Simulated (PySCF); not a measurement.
Molecule: `NC1=CC(Cl)=CC=C1`, C₆H₆ClN.

Bonds (- single, = double, # triple, : aromatic): N1-C2 1.376 Å, C2:C3 1.407 Å, C3:C4 1.390 Å, C4:C5 1.394 Å, C5:C6 1.393 Å, C6-Cl7 1.736 Å, C6:C8 1.390 Å, C8:C2 1.405 Å. N1 carries H9, H10; C3 carries H11; C4 carries H12; C5 carries H13; C8 carries H14.

Geometry PBE0-D3(BJ)/def2-SVP throughout; GIAO in PySCF 2.14, gas phase, one conformer, non-relativistic; equivalent atoms averaged; functional PBE0.

**Question.** How do the absolute shieldings σ depend on the basis set? (a selection of nuclei; ppm; last column core-seconds on shared hosts with different chips, so compare them loosely)

**Answer.** 
```csv
basis set,functions,N1,C6,C2,C5,C3,C8,Cl7,H12,H9/H10,core-s
STO-3G,50,256.4,115.3,117.9,131.6,136.0,136.3,931.0,25.74,29.52,4.2
pcSseg-0,88,191.2,41.2,38.5,67.4,74.0,72.3,747.7,25.85,30.31,7.1
6-31G,88,201.8,60.7,60.1,85.3,92.0,89.7,765.8,25.58,30.03,9
6-31G*,128,200.4,59.3,55.9,82.3,89.6,86.8,752.8,25.06,29.44,14
cc-pVDZ,146,202.9,53.7,51.2,80.5,87.8,85.2,752.0,24.39,28.58,14
def2-SVP,146,201.0,52.5,50.1,79.6,86.3,84.0,761.8,24.51,28.62,13
pcSseg-1,173,189.3,37.5,32.2,62.3,70.2,67.3,708.3,24.16,28.14,21
aug-cc-pVDZ,242,202.4,52.1,49.3,79.5,86.6,83.8,751.9,24.18,28.06,32
"6-311+G(2d,p)",260,190.6,41.0,35.4,65.7,73.5,70.1,707.0,24.32,28.39,37
def2-TZVP,290,192.9,38.8,33.2,65.0,72.8,69.5,686.6,24.26,28.40,43
cc-pVTZ,328,192.3,40.7,35.1,66.2,74.1,71.1,725.0,24.12,28.10,48
```

**Question.** Which nucleus among those listed moves most, in ppm?

**Answer.** Cl7 (chlorine bonded to C): from 686.6 ppm with def2-TZVP to 931.0 ppm with STO-3G. The smallest spread is 1.73 ppm, at H12. Proton shifts span only some 12 ppm, so a few tenths of a ppm matter as much there as several ppm in carbon.

**Question.** Taking the largest basis, cc-pVTZ (328 functions), as the yardstick, rank the others by their worst heavy-atom deviation.

**Answer.** pcSseg-1 16.7 ppm (173 functions), 6-311+G(2d,p) 18.0 ppm (260 functions), pcSseg-0 22.7 ppm (88 functions), aug-cc-pVDZ 26.8 ppm (242 functions), cc-pVDZ 27.0 ppm (146 functions), 6-31G* 27.7 ppm (128 functions), def2-SVP 36.8 ppm (146 functions), def2-TZVP 38.4 ppm (290 functions), 6-31G 40.7 ppm (88 functions), STO-3G 206.0 ppm (50 functions).

A small basis that lands close on one nucleus may do so by chance; judge by the trend and by all nuclei.
